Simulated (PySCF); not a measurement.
Species: C5H11OSi (doublet state).
Z-matrix (Å and degrees, GFN2-xTB geometry), rows numbered from 1:
```
C 
C   1  1.4691
C   2  1.5349  1  112.11
Si  3  1.8920  2  110.61  1   -57.24
O   4  1.6333  3  101.79  2  -167.12
C   5  1.3418  4  131.44  3   179.93
C   6  1.3203  5  126.36  4     0.67
H   1  1.0711  2  121.66  3   131.63
H   1  1.0726  2  119.74  3   -50.83
H   2  1.0912  1  110.09  3  -122.29
H   2  1.1022  1  110.05  3   119.73
H   3  1.0906  2  108.84  1    63.95
H   3  1.0910  2  109.12  1  -179.91
H   4  1.4671  3  111.89  2   -49.26
H   4  1.4661  3  112.69  2    74.22
H   6  1.0846  5  111.74  4  -179.24
H   7  1.0733  6  120.90  5  -179.81
H   7  1.0749  6  121.29  5     0.13
```

The hyperfine couplings belong to this conformer and change with its torsions.

The species is `O([SiH2]CC[CH2])C=C` [radical].

Method: UKS B3LYP, pcH-1 on C H O Si, non-relativistic, mean-field spin-orbit, GIAO in PySCF. Isolated species at its GFN2-xTB geometry (one conformer only). The geometry wasn't refined by DFT: couplings that depend on bond lengths, twists or pyramidal angles can differ widely from those at the functional's own minimum. The SCF solution wasn't tested for stability.

Principal values of hyperfine tensors in MHz (contact, dipolar and spin–orbit terms together), for some of the nuclei:

| atom | isotope | A1 | A2 | A3 |
| --- | --- | --- | --- | --- |
| C1 | 13C | 6.18 | 6.95 | 246.23 |
| H8 | 1H | -103.45 | -63.92 | -25.42 |
| H9 | 1H | -100.51 | -62.14 | -22.98 |
| C3 | 13C | 47.11 | 47.45 | 59.81 |
| C2 | 13C | -35.32 | -31.31 | -31.12 |
| H15 | 1H | 11.38 | 12.43 | 20.45 |
| H13 | 1H | 5.88 | 7.06 | 13.52 |
| H10 | 1H | 3.35 | 4.33 | 17.40 |

Problem. Give the isotropic coupling of each nucleus in MHz and in mT (g = 2.0026), and the anisotropic part.

Solution. a_iso is a third of the trace, T = A − a_iso, and a(mT) = a(MHz)/(g × 13.996). The tensors hold a spin–orbit part: the run splits a_iso into a_FC + a_SO, and T includes its anisotropic share.

```json
{"atom": "C1", "a_iso (MHz)": "86.45", "a_FC": "86.55", "a_SO": "-0.10", "a_iso (mT)": "3.084", "T1": "-80.27", "T2": "-79.51", "T3": "159.78"}
{"atom": "H8", "a_iso (MHz)": "-64.26", "a_FC": "-64.28", "a_SO": "0.01", "a_iso (mT)": "-2.293", "T1": "-39.19", "T2": "0.34", "T3": "38.85"}
{"atom": "H9", "a_iso (MHz)": "-61.88", "a_FC": "-61.89", "a_SO": "0.01", "a_iso (mT)": "-2.208", "T1": "-38.63", "T2": "-0.26", "T3": "38.89"}
{"atom": "C3", "a_iso (MHz)": "51.46", "a_FC": "51.46", "a_SO": "0.00", "a_iso (mT)": "1.836", "T1": "-4.34", "T2": "-4.01", "T3": "8.35"}
{"atom": "C2", "a_iso (MHz)": "-32.58", "a_FC": "-32.59", "a_SO": "0.01", "a_iso (mT)": "-1.162", "T1": "-2.74", "T2": "1.27", "T3": "1.46"}
{"atom": "H15", "a_iso (MHz)": "14.75", "a_FC": "14.75", "a_SO": "0.00", "a_iso (mT)": "0.526", "T1": "-3.37", "T2": "-2.32", "T3": "5.69"}
{"atom": "H13", "a_iso (MHz)": "8.82", "a_FC": "8.82", "a_SO": "0.00", "a_iso (mT)": "0.315", "T1": "-2.94", "T2": "-1.76", "T3": "4.70"}
{"atom": "H10", "a_iso (MHz)": "8.36", "a_FC": "8.36", "a_SO": "0.00", "a_iso (mT)": "0.298", "T1": "-5.01", "T2": "-4.03", "T3": "9.04"}
```

Problem. What spin density at the nucleus of H9 lies behind its contact coupling (g_N = 5.58569)?

Solution. a_FC = 800.24 MHz bohr³ × g_N × ρ(0)/(2S). With a_FC = -61.89 MHz and 2S = 1, ρ(0) = -0.01385 bohr⁻³. In magnitude that is 4.4 % of the 1/π = 0.318 of a free hydrogen atom.

Problem. H11 (1H, g_N = 5.58569) isn't in the table. Its spin density at the nucleus is 0.03207 bohr⁻³. What is its contact coupling?

Solution. By the same relation, a_FC = 143.3 MHz. Its full tensor has the principal values 137.47, 140.15, 152.38 MHz.

Problem. Name the largest traceless tensor T of the table and describe it.

Solution. C1: -80.3, -79.5, 159.8 MHz, axial, in the ratio −1:−1:+2, the form that spin in one p orbital centred on that nucleus gives.

Problem. In a single crystal, with the field along each principal axis of the tensor of H9 in turn, what first-order splitting does this nucleus give (isotropic g, quadrupole terms neglected)?

Solution. 2 lines (I = 1/2), spaced by |A_i|/(g × 13.996): 3.59, 2.22, 0.82 mT along the axes of A1, A2 and A3.
